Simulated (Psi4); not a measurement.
H$_{2}$Cl$_{3}$NTi, charge -1, doublet, at a GFN2-xTB geometry (such geometries of metal compounds can be far from the true shape) (the multiplicity is a formal guess) (a gas-phase anion, which may not be bound at this level); Psi4 with B3LYP5/def2-SVP.

The Psi4 input:
```
memory 2 GB

molecule {
-1 2
  Ti   -0.15288169   -0.24068994   -0.02732358
  Cl    1.91035049   -0.29612671   -0.87734476
  Cl    0.11854514    0.21846428    2.13778267
  Cl   -1.19203690    1.40776354   -1.11091908
  N    -1.13394003   -1.81277230   -0.20506932
  H    -0.84108855   -2.68133374   -0.65358968
  H    -2.08453266   -1.94580049    0.14837338
}

set basis def2-svp
set reference uks
set scf_type pk
set puream true
set d_convergence 1e-8
set dft_radial_points 99
set dft_spherical_points 590

energy('b3lyp5')
print_variables()
```

### Question
Write the output that Psi4 gives for this input, abridged.

### Answer

```
   => Loading Basis Set <=

    Name: DEF2-SVP
    Role: ORBITAL
    Keyword: BASIS

         ---------------------------------------------------------
                                   SCF
               by Justin Turney, Rob Parrish, Andy Simmonett
                          and Daniel G. A. Smith
                              UKS Reference
         ---------------------------------------------------------

  ==> Geometry <==

    Molecular point group: c1
    Full point group: C1

    Geometry (in Angstrom), charge = -1, multiplicity = 2:

       Center              X                  Y                   Z               Mass
    ------------   -----------------  -----------------  -----------------  -----------------
         TI          -0.171276949597    -0.269846700293    -0.030507163519    47.947941980000
         CL           1.891955230403    -0.325283470293    -0.880528343519    34.968852682000
         CL           0.100149880403     0.189307519707     2.134599086481    34.968852682000
         CL          -1.210432159597     1.378606779707    -1.114102663519    34.968852682000
         N           -1.152335289597    -1.841929060293    -0.208252903519    14.003074004430
         H           -0.859483809597    -2.710490500293    -0.656773263519     1.007825032230
         H           -2.102927919597    -1.974957250293     0.145189796481     1.007825032230

  Running in c1 symmetry.

  Rotational constants: A =      0.05149  B =      0.04808  C =      0.03702 [cm^-1]
  Rotational constants: A =   1543.74475  B =   1441.38648  C =   1109.88751 [MHz]
  Nuclear repulsion =  523.633146455614337

  Charge       = -1
  Multiplicity = 2
  Electrons    = 83
  Nalpha       = 42
  Nbeta        = 41

  ==> Algorithm <==

  SCF Algorithm Type is PK.
  DIIS enabled.
  MOM disabled.
  Fractional occupation disabled.
  Guess Type is SAD.
  Energy threshold   = 1.00e-06
  Density threshold  = 1.00e-08
  Integral threshold = 1.00e-12

  ==> Primary Basis <==

  Basis Set: DEF2-SVP
    Blend: DEF2-SVP
    Number of shells: 47
    Number of basis functions: 109
    Number of Cartesian functions: 118
    Spherical Harmonics?: true
    Max angular momentum: 3

  ==> DFT Potential <==

   => LibXC <=

    Version 7.1.2
    S. Lehtola, C. Steigemann, M. J. T. Oliveira, and M. A. L. Marques,  SoftwareX 7, 1–5 (2018) (10.1016/j.softx.2017.11.002)

   => Composite Functional: B3LYP5 <=

    B3LYP5 Hyb-GGA Exchange-Correlation Functional

[...]
      Ntotal   =   83.0000018722 ; deviation = 1.872e-06

   @Spin Contamination Metric:   2.887335200E-03
   @S^2 Expected:                7.500000000E-01
   @S^2 Observed:                7.528873352E-01
   @S   Expected:                5.000000000E-01
   @S   Observed:                5.000000000E-01

    Orbital Energies [Eh]
    ---------------------

    Alpha Occupied:

[...]
    Alpha Virtual:

[...]
     109A      3.522150

    Beta Occupied:

[...]
    Beta Virtual:

[...]
    Final Occupation by Irrep:
              A
    DOCC [    41 ]
    SOCC [     1 ]
    NA   [    42 ]
    NB   [    41 ]

  @UKS Final Energy: -2285.47420881373637

   => Energetics <=

    Nuclear Repulsion Energy =            523.6331464556143374
    One-Electron Energy =               -4208.8584212278519772
    Two-Electron Energy =                1508.1757903451973561
    DFT Exchange-Correlation Energy =    -108.4247243866963970
    Empirical Dispersion Energy =           0.0000000000000000
    VV10 Nonlocal Energy =                  0.0000000000000000
    Total Energy =                      -2285.4742088137368228

  UHF NO Occupations:
  HONO-2 :   40  A 1.9996931
  HONO-1 :   41  A 1.9993855
  HONO-0 :   42  A 1.0000000
  LUNO+0 :   43  A 0.0006145
  LUNO+1 :   44  A 0.0003069
  LUNO+2 :   45  A 0.0001379
  LUNO+3 :   46  A 0.0001154

Computation Completed

Properties will be evaluated at   0.000000,   0.000000,   0.000000 [a0]

Properties computed using the SCF density matrix

 Multipole Moments:

 ------------------------------------------------------------------------------------
     Multipole            Electronic (a.u.)      Nuclear  (a.u.)        Total (a.u.)
 ------------------------------------------------------------------------------------

 L = 1.  Multiply by 2.5417464519 to convert [e a0] to [Debye]
 Dipole X            :          2.3644138           -2.8504846           -0.4860708
 Dipole Y            :          3.7403715           -4.5180602           -0.7776887
 Dipole Z            :          0.4060646           -0.4933206           -0.0872560
 Magnitude           :                                                    0.9212373

 ------------------------------------------------------------------------------------

  Variable Map:
  ----------------------------------------------------------------------------
[...]
  Array Variable Map:
  ----------------------------------------------------------------------------
[...]
[...]
```
